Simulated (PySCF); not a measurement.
Parent: `[CH2:1]=[C:2]1[CH:3]=[CH:4][C:5]([C:6]([CH3:7])=[O:8])=[CH:9]1` with C4–C5–C6–C7 0°, C8H8O.

Method used: PBE0-D3(BJ)/def2-SVP geometry optimisation, gas phase in PySCF 2.14.0. One conformer each, not checked by frequencies here.

| coordinate of the parent | value |
| --- | --- |
| C1=C2 | 1.346 Å |
| C2–C3 | 1.470 Å |
| C3=C4 | 1.353 Å |
| C4–C5 | 1.475 Å |
| C5–C6 | 1.484 Å |
| C6–C7 | 1.508 Å |
| C6=O8 | 1.213 Å |
| C5=C9 | 1.361 Å |
| C2–C9 | 1.464 Å |
| C1–C2–C3 | 127.2° |
| C1–C2–C9 | 126.3° |
| C3–C2–C9 | 106.5° |
| C2–C3–C4 | 107.9° |
| C3–C4–C5 | 109.1° |
| C4–C5–C6 | 127.6° |
| C4–C5–C9 | 108.5° |
| C6–C5–C9 | 123.8° |
| C5–C6–C7 | 117.2° |
| C5–C6–O8 | 121.0° |
| C7–C6–O8 | 121.8° |
| C2–C9–C5 | 108.0° |

Q: How does the shared frame change in `[CH3:1][C:2](=[O:3])[C:4]1=[CH:5]/[C:6](=[CH:7]/[OH:8])[CH:9]=[CH:10]1` with C1–C2–C4–C5 0°, C6–C7–O8–H 0°, C8H8O2? Atoms pair as C1 = C7, C2 = C6, C3 = C9, C4 = C10, C5 = C4, C6 = C2, C7 = C1, O8 = O3, C9 = C5 (parent first).

A: 
```json
{"parent": "C1=C2", "relative": "C7=C6", "value in the relative": "1.360 Å", "change": "+0.014"}
{"parent": "C2–C3", "relative": "C6–C9", "value in the relative": "1.459 Å", "change": "-0.011"}
{"parent": "C3=C4", "relative": "C9=C10", "value in the relative": "1.360 Å", "change": "+0.007"}
{"parent": "C4–C5", "relative": "C10–C4", "value in the relative": "1.458 Å", "change": "-0.017"}
{"parent": "C5–C6", "relative": "C4–C2", "value in the relative": "1.475 Å", "change": "-0.009"}
{"parent": "C6–C7", "relative": "C2–C1", "value in the relative": "1.510 Å", "change": "+0.002"}
{"parent": "C6=O8", "relative": "C2=O3", "value in the relative": "1.215 Å", "change": "+0.002"}
{"parent": "C5=C9", "relative": "C4=C5", "value in the relative": "1.372 Å", "change": "+0.011"}
{"parent": "C2–C9", "relative": "C6–C5", "value in the relative": "1.449 Å", "change": "-0.015"}
{"parent": "C1–C2–C3", "relative": "C7–C6–C9", "value in the relative": "128.6°", "change": "+1.4"}
{"parent": "C1–C2–C9", "relative": "C7–C6–C5", "value in the relative": "124.2°", "change": "-2.1"}
{"parent": "C3–C2–C9", "relative": "C9–C6–C5", "value in the relative": "107.2°", "change": "+0.7"}
{"parent": "C2–C3–C4", "relative": "C6–C9–C10", "value in the relative": "107.6°", "change": "-0.3"}
{"parent": "C3–C4–C5", "relative": "C9–C10–C4", "value in the relative": "109.1°", "change": "0.0"}
{"parent": "C4–C5–C6", "relative": "C10–C4–C2", "value in the relative": "123.1°", "change": "-4.5"}
{"parent": "C4–C5–C9", "relative": "C10–C4–C5", "value in the relative": "108.6°", "change": "+0.1"}
{"parent": "C6–C5–C9", "relative": "C2–C4–C5", "value in the relative": "128.3°", "change": "+4.5"}
{"parent": "C5–C6–C7", "relative": "C4–C2–C1", "value in the relative": "117.8°", "change": "+0.6"}
{"parent": "C5–C6–O8", "relative": "C4–C2–O3", "value in the relative": "120.8°", "change": "-0.2"}
{"parent": "C7–C6–O8", "relative": "C1–C2–O3", "value in the relative": "121.4°", "change": "-0.4"}
{"parent": "C2–C9–C5", "relative": "C6–C5–C4", "value in the relative": "107.6°", "change": "-0.4"}
```

Of the parent's bonds, C4–C5 changes most (-0.017 Å). Bonds of the relative outside the shared frame: C7–O8 1.322 Å. Point group Cs → Cs.
